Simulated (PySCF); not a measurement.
C3HBrF2, SMILES FC(F)=C=CBr.

Coordinates come from a B3LYP-D3(BJ)/def2-SVP optimisation.

These are TDDFT-PBE/def2-SVPD run with PySCF values and carry that method's errors.

Vertical excitations. Isolated molecule, no solvent. State labels are in the subgroup Cs.

Give excitation energies, oscillator strengths and character. (An estimate is asked for; the answer gives what the named calculation found.)


```
state  symmetry  energy (eV)  λ (nm)      f                                                              main pairs
-----  --------  -----------  ------  -----  ----------------------------------------------------------------------
S1           A"         4.50     275  0.000                                                          HOMO→LUMO 99 %
S2           A"         4.87     255  0.001                                                      HOMO−1→LUMO+1 97 %
S3           A'         4.99     249  0.001                                      HOMO−1→LUMO 52 %, HOMO→LUMO+1 41 %
S4           A"         5.02     247  0.000                                                        HOMO−2→LUMO 98 %
S5           A'         5.37     231  0.004                                                      HOMO−2→LUMO+1 97 %
S6           A'         5.86     212  0.398  HOMO→LUMO+1 39 %, HOMO−1→LUMO 33 %, HOMO→LUMO+2 13 %, HOMO−3→LUMO 10 %
S7           A"         6.52     190  0.000                                                      HOMO−1→LUMO+2 99 %
S8           A'         6.67     186  0.144                                      HOMO→LUMO+2 58 %, HOMO→LUMO+3 30 %
S9           A"         6.90     180  0.000                                  HOMO−3→LUMO+1 85 %, HOMO−1→LUMO+3 14 %
S10          A"         6.99     177  0.000                                  HOMO−1→LUMO+3 86 %, HOMO−3→LUMO+1 14 %
T1           A'         3.89     319      0                                                        HOMO−1→LUMO 86 %
T2           A'         4.02     308      0                                                        HOMO→LUMO+1 89 %
T3           A"         4.11     302      0                                                          HOMO→LUMO 99 %
T4           A"         4.45     279      0                                                     HOMO−1→LUMO+1 100 %
```
Triplets are in the Tamm–Dancoff approximation, which puts them higher than full response would, so one can lie above its singlet here.
